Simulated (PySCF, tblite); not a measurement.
Isomers of C4H10Cl2OSi, one GFN2-xTB conformer each. Single-point energies are computed at PBE0/pcSseg-1 (PySCF, gas phase, no added dispersion term), electronic only.

Question: Rank them by PBE0/pcSseg-1 energy, lowest first (kJ/mol).
A. `[CH3:1][O:2][Si@@H:3]([CH2:4][Cl:5])[CH2:6][CH2:7][Cl:8]` with C1–O2–Si3–C4 58°, O2–Si3–C4–Cl5 -72°, O2–Si3–C6–C7 -63°, Si3–C6–C7–Cl8 -67°
B. `[CH3:1][O:2][C@H:3]([CH2:4][Cl:5])[SiH2:6][CH2:7][Cl:8]` with C1–O2–C3–C4 -74°, O2–C3–C4–Cl5 -164°, O2–C3–Si6–C7 -145°, C3–Si6–C7–Cl8 59°
C. `[CH3:1][O:2][CH2:3][CH2:4][SiH2:5][CH:6]([Cl:7])[Cl:8]` with C1–O2–C3–C4 -175°, O2–C3–C4–Si5 65°, C3–C4–Si5–C6 -40°, C4–Si5–C6–Cl7 83°

Answer: A (0.0), C (155.9), B (168.7).

As drawn, the lowest has an Si–O bond, which the highest lacks. GFN2-xTB itself gives, in the same order: 0.0, 141.2, 141.4. Both levels put the same isomer lowest; measured from each level's own lowest isomer, the values differ by up to 27.3 kJ/mol (CO[C@H](CCl)[SiH2]CCl: 141.4 against 168.7).

Q: Which frontier levels, dipoles and rotational constants go with these structures?

A: 
| SMILES | HOMO (eV, PBE0/pcSseg-1) | LUMO (eV) | dipole (D) | A, B, C (MHz) |
| --- | --- | --- | --- | --- |
| CO[Si@@H](CCl)CCCl | -7.73 | 0.48 | 2.29 | 1487, 719.6, 563.8 |
| COCC[SiH2]C(Cl)Cl | -7.66 | 0.01 | 3.32 | 1600, 788.9, 615.3 |
| CO[C@H](CCl)[SiH2]CCl | -7.69 | 0.25 | 2.01 | 1197, 814.7, 591.1 |

Q: What happens when harmonic zero-point energies from GFN2-xTB frequencies are added?

A: 
```json
{"SMILES": "CO[Si@@H](CCl)CCCl", "ZPE (kJ/mol)": "351.2", "electronic (kJ/mol)": "0.0", "with ZPE (kJ/mol)": "0.0"}
{"SMILES": "COCC[SiH2]C(Cl)Cl", "ZPE (kJ/mol)": "343.5", "electronic (kJ/mol)": "155.9", "with ZPE (kJ/mol)": "148.2"}
{"SMILES": "CO[C@H](CCl)[SiH2]CCl", "ZPE (kJ/mol)": "343.3", "electronic (kJ/mol)": "168.7", "with ZPE (kJ/mol)": "160.9"}
```

The zero-point energies span 7.9 kJ/mol. The order is unchanged.
